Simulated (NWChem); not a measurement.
# C2H3F2NSi; SMILES C#C[Si](N)(F)F

```xyz
9

C     -0.0030     2.6805    -0.0404
C      0.0098     1.4650    -0.0347
Si     0.0200    -0.3510    -0.0214
N     -1.5062    -0.9307     0.4053
F      0.4440    -0.9425    -1.4587
F      1.2120    -0.8402     0.9515
H     -0.0106     3.7567    -0.0479
H     -2.1531    -0.3696     0.9440
H     -1.7634    -1.9091     0.3662
```
Atoms are numbered in this order, from 1.

Results from NWChem. Geometry: optimised at PBE0/def2-SVP. Level: PBE/def2-SVP with SMD (1 M gas to 1 M solution), gas-phase geometry. Reactions with the solvent are ignored.

Q: Estimate the computed values for solvent anisole. Quantities: solvation free energy (kcal/mol); cavity-dispersion-structure term (kcal/mol); dipole in solution (D).

A: The solvation free energy (kcal/mol) is -3.2. The cavity-dispersion-structure term (kcal/mol) comes out as 2.8 and the dipole in solution (D) comes out as 3.41.
